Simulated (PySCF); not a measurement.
Positional isomers: quinoline fluoro+boryl. Gas-phase values, no solvent. One relaxed conformer stands for each flexible species; it need not be the lowest. Strings in code marks are SMILES.

The four lowest singlet excitations (Tamm–Dancoff). The numbers are results of PBE-D3(BJ)/def2-TZVP // B3LYP-D3(BJ)/def2-SVP in PySCF, not measurements. Excitations are Tamm–Dancoff values on a coarser integration grid. The basis has no diffuse functions, so Rydberg states are missing or too high.

```
state  energy (eV)  wavelength (nm)  oscillator strength
-----  -----------  ---------------  -------------------
S1            2.87              433                0.000
S2            3.22              385                0.021
S3            3.98              311                0.001
S4            4.12              301                0.061
```

Problem. Name which member gives these states.
A) `Bc1cc(F)nc2ccccc12`
B) `Bc1ccc(F)c2ncccc12`
C) `Bc1cc2cccnc2cc1F`
D) `Bc1ccc(F)c2cccnc12`

Solution. C, `Bc1cc2cccnc2cc1F`
